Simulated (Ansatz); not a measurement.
Stepwise reaction of `[F][Ge]([F])([SH])[SH]` with hydrogen sulfide, as a gas-phase model of exchange steps in deposition or etching. ΔE in kJ/mol; ΔG adds harmonic PBE0-D4 terms to CCSD(T)/CBS, at 1 bar.

Isolated molecules relaxed with PBE0-D4/def2-TZVP in Ansatz; ΔE leaves out vibrations. CCSD(T)/CBS adds triple-zeta CCSD(T) − MP2 to the extrapolated MP2 energy (def2 sets, frozen cores). This one scheme is used for every species. Functionals use def2-TZVPP. B3LYP here is the variant with VWN-RPA as its local correlation; programs differ in this. For Ge outer-core shells are correlated without core-valence functions, which leaves a few kJ/mol of doubt a bond. Scalar relativity is left out up to krypton. Each species was taken in one conformer, which may not be the lowest.

```tsv
step	reaction	PBE-D4	B3LYP-D4	ωB97M-V	CCSD(T)/CBS	ΔG(400 K)
2	`[F][Ge]([SH])([SH])[SH]` + H₂S → `[SH][Ge]([SH])([SH])[SH]` + H–F	7.3	13.8	17.3	6.7	18.3
```

(1) Give the row of step 1, `[F][Ge]([F])([SH])[SH]` + H₂S → `[F][Ge]([SH])([SH])[SH]` + H–F. (An estimate is asked.)

(2) By hand: ΔE of the 2 steps together at CCSD(T)/CBS.

## Answers

(1) Ansatz gave: 
```json
{"step": "1", "reaction": "`[F][Ge]([F])([SH])[SH]` + H₂S → `[F][Ge]([SH])([SH])[SH]` + H–F", "PBE-D4": "6.4", "B3LYP-D4": "14.3", "ωB97M-V": "17.3", "CCSD(T)/CBS": "8.6", "ΔG(400 K)": "16.7"}
```

(2) (8.6) + (6.7) = 15.3 kJ/mol, or 7.7 kJ/mol a step.

In ΔE the steps differ by no more than 1.9 kJ/mol. All are uphill at CCSD(T)/CBS. ΔG lies between 16.7 and 18.3 kJ/mol a step. PBE-D4 differs from CCSD(T)/CBS by -2.2 to 0.6 kJ/mol a step. Isolated molecules leave out the surface, adducts and barriers. Largest T1 diagnostic: 0.012.
